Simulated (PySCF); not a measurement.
CH6AlClO2Si, SMILES [OH][Al]([OH])[CH2][SiH2]Cl.

Coordinates come from a PBE-D3(BJ)/def2-SVP optimisation. The structure was generated by enumeration; whether it is a known compound was not checked. The values are those of a single conformer.

All values below come from PBE-D3(BJ)/def2-SVP (PySCF 2.14.0).

Frequencies are harmonic and unscaled.

| mode | ν (cm⁻¹) | IR (km/mol) | moving atoms (share of kinetic energy) |
|---|---|---|---|
| 1 | 19 | 0.1 | O 35 %, Si 30 %, H 24 % |
| 2 | 37 | 0.0 | O 33 %, Cl 26 %, C 15 %, Si 13 %, H 11 % |
| 3 | 78 | 0.1 | Si 28 %, O 23 %, C 19 %, Cl 15 %, H 13 % |
| 4 | 155 | 0.9 | Cl 40 %, O 28 %, Si 19 % |
| 5 | 190 | 0.8 | O 34 %, H 29 %, C 21 %, Al 14 % |
| 6 | 233 | 23.4 | O 37 %, Al 36 %, H 16 % |
| 7 | 271 | 0.0 | H 93 % |
| 8 | 280 | 43.5 | Al 56 %, O 21 %, H 10 % |
| 9 | 354 | 251.5 | H 86 %, O 13 % |
| 10 | 449 | 11.6 | H 91 % |
| 11 | 497 | 257.5 | H 88 %, O 11 % |
| 12 | 526 | 60.8 | Si 50 %, Cl 42 % |
| 13 | 574 | 3.8 | O 50 %, H 41 % |
| 14 | 579 | 9.6 | C 42 %, H 40 % |
| 15 | 622 | 63.8 | H 74 %, C 14 %, Si 9 % |
| 16 | 738 | 42.1 | C 39 %, H 32 %, Si 25 % |
| 17 | 748 | 17.3 | H 85 %, C 13 % |
| 18 | 803 | 186.1 | H 46 %, O 27 %, Al 24 % |
| 19 | 844 | 11.5 | H 65 %, Al 13 %, O 10 % |
| 20 | 902 | 110.1 | Al 41 %, O 40 %, H 17 % |
| 21 | 918 | 102.8 | H 94 % |
| 22 | 946 | 5.2 | H 81 %, Al 9 % |
| 23 | 960 | 311.0 | H 55 %, C 38 % |
| 24 | 1314 | 3.5 | H 92 %, C 8 % |
| 25 | 2167 | 79.5 | H 98 % |
| 26 | 2173 | 112.3 | H 96 % |
| 27 | 2992 | 0.1 | H 95 % |
| 28 | 3067 | 0.1 | H 91 %, C 9 % |
| 29 | 3828 | 31.3 | H 94 % |
| 30 | 3831 | 109.6 | H 94 % |
